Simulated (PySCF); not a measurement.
C5H7B.
Bonds: B1–C2, C2–C3 (double), C2–C4, C4–C5 (triple), C5–C6. Hydrogens: H7, H8 on B1; H9, H10 on C3; H11, H12, H13 on C6.

Computed by this run: PBE0-D3(BJ)/def2-SVP geometry optimisation, gas phase in PySCF 2.14.0; density fitting, grid level 1; the optimiser is geomeTRIC in internal coordinates, started from a GFN2-xTB structure with every atom displaced at random (about 0.01 Å).

The end geometry, which sets the zero of energy:
```
atom  x, y, z in Å
B1      2.0931   -0.9017    0.6669
C2      1.2166    0.1444   -0.0750
C3      1.8439    1.1436   -0.7464
C4     -0.2104    0.0506   -0.0453
C5     -1.4194   -0.0657    0.0056
C6     -2.8642   -0.1988    0.0675
H7      1.5999   -1.8186    1.2777
H8      3.2960   -0.7818    0.6213
H9      2.9357    1.1979   -0.7559
H10     1.2944    1.9168   -1.2939
H11    -3.3517    0.3118   -0.7778
H12    -3.2607    0.2404    0.9970
H13    -3.1680   -1.2573    0.0450
```

Problem. These geometries come from the run, each turned onto the end geometry. Order them by energy, lowest first.
A.
```
atom  x, y, z in Å
B1      2.0788   -0.8961    0.6654
C2      1.2114    0.1509   -0.0830
C3      1.8542    1.1486   -0.7455
C4     -0.2116    0.0626   -0.0610
C5     -1.4168   -0.0783    0.0204
C6     -2.8640   -0.2060    0.0753
H7      1.5845   -1.8157    1.2683
H8      3.2843   -0.7785    0.6234
H9      2.9476    1.1978   -0.7505
H10     1.3196    1.9180   -1.3052
H11    -3.3367    0.3099   -0.7717
H12    -3.2706    0.2321    1.0016
H13    -3.1756   -1.2636    0.0494
```
B.
```
atom  x, y, z in Å
B1      2.1054   -0.9483    0.6906
C2      1.2262    0.1285   -0.0653
C3      1.7678    1.1445   -0.7607
C4     -0.1522    0.0357   -0.0332
C5     -1.3865   -0.0752   -0.0003
C6     -2.8277   -0.1818    0.0562
H7      1.5790   -1.7958    1.2732
H8      3.2656   -0.8327    0.6524
H9      2.8564    1.2686   -0.7881
H10     1.1928    1.8797   -1.2667
H11    -3.2828    0.3216   -0.7835
H12    -3.1946    0.2639    0.9841
H13    -3.1441   -1.2271    0.0281
```
C.
```
atom  x, y, z in Å
B1      2.0363   -0.8967    0.6561
C2      1.2207    0.1790   -0.1170
C3      1.8837    1.1646   -0.7690
C4     -0.2144    0.1055   -0.1231
C5     -1.3988   -0.1095    0.0585
C6     -2.8443   -0.2326    0.1003
H7      1.4718   -1.7850    1.2492
H8      3.2417   -0.8188    0.6649
H9      2.9738    1.2113   -0.7438
H10     1.3545    1.9537   -1.3219
H11    -3.3083    0.2866   -0.7564
H12    -3.2511    0.2092    1.0234
H13    -3.1603   -1.2857    0.0657
```
D.
```
atom  x, y, z in Å
B1      2.0510   -0.8887    0.6572
C2      1.2103    0.1722   -0.1055
C3      1.8785    1.1571   -0.7565
C4     -0.2208    0.0940   -0.1034
C5     -1.4135   -0.0992    0.0472
C6     -2.8606   -0.2242    0.0923
H7      1.5392   -1.8015    1.2584
H8      3.2557   -0.7836    0.6325
H9      2.9712    1.1809   -0.7287
H10     1.3659    1.9437   -1.3208
H11    -3.3250    0.2939   -0.7614
H12    -3.2705    0.2161    1.0154
H13    -3.1761   -1.2791    0.0600
```

Solution. A (0.004 eV), D (0.024 eV), C (0.042 eV), B (0.222 eV).

In the order of the answer:

```json
{"step": "3", "E above end (eV)": "0.004", "largest force (eV/Å)": "0.26", "rms force component (eV/Å)": "0.077", "rms distance from end (Å)": "0.016", "rms bond change (Å)": "0.002", "bond most changed (Å)": "C2–C4 -0.004"}
{"step": "2", "E above end (eV)": "0.024", "largest force (eV/Å)": "0.42", "rms force component (eV/Å)": "0.099", "rms distance from end (Å)": "0.050", "rms bond change (Å)": "0.001", "bond most changed (Å)": "C2–C4 +0.003"}
{"step": "1", "E above end (eV)": "0.042", "largest force (eV/Å)": "0.63", "rms force component (eV/Å)": "0.152", "rms distance from end (Å)": "0.070", "rms bond change (Å)": "0.003", "bond most changed (Å)": "C2–C4 +0.007"}
{"step": "0", "E above end (eV)": "0.222", "largest force (eV/Å)": "4.56", "rms force component (eV/Å)": "1.054", "rms distance from end (Å)": "0.067", "rms bond change (Å)": "0.029", "bond most changed (Å)": "B1–H7 -0.052"}
```

The cost below is that of the whole optimisation. Time: 37 s of wall time; peak memory 0.50 GiB. Hardware: one thread of an Arm Neoverse V1, shared host with 32 logical CPUs at a one-minute load of 25.
